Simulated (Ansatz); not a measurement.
Frontier orbitals of `NC(O)[SiH2]F`.

The species carries charge 0 and has multiplicity 1. The structure was optimised at the PBE0-D4/def2-TZVP level. It is one conformer, not always the lowest. Basis def2-TZVPP, Ansatz.

```json
{"functional": "PBE", "HOMO (eV)": "-5.73", "LUMO (eV)": "-0.79", "gap (eV)": "4.94"}
{"functional": "BLYP", "HOMO (eV)": "-5.64", "LUMO (eV)": "-0.70", "gap (eV)": "4.94"}
{"functional": "PBE0", "HOMO (eV)": "-7.13", "LUMO (eV)": "0.09", "gap (eV)": "7.22"}
{"functional": "r2SCANh", "HOMO (eV)": "-6.52", "LUMO (eV)": "-0.05", "gap (eV)": "6.47"}
{"functional": "BHLYP", "HOMO (eV)": "-8.49", "LUMO (eV)": "0.90", "gap (eV)": "9.39"}
{"functional": "ωB97X-V", "HOMO (eV)": "-9.55", "LUMO (eV)": "2.10", "gap (eV)": "11.65"}
{"functional": "ωB97M-V", "HOMO (eV)": "-9.45", "LUMO (eV)": "1.74", "gap (eV)": "11.19"}
```

Against PBE, PBE0 changes HOMO and LUMO by −1.40 and +0.88 eV, ωB97M-V by −3.72 and +2.54 eV. A gap of 4.94 eV thus becomes 11.19 eV for the same molecule, so an orbital gap means little without its functional. A positive LUMO is unbound and depends on the basis.
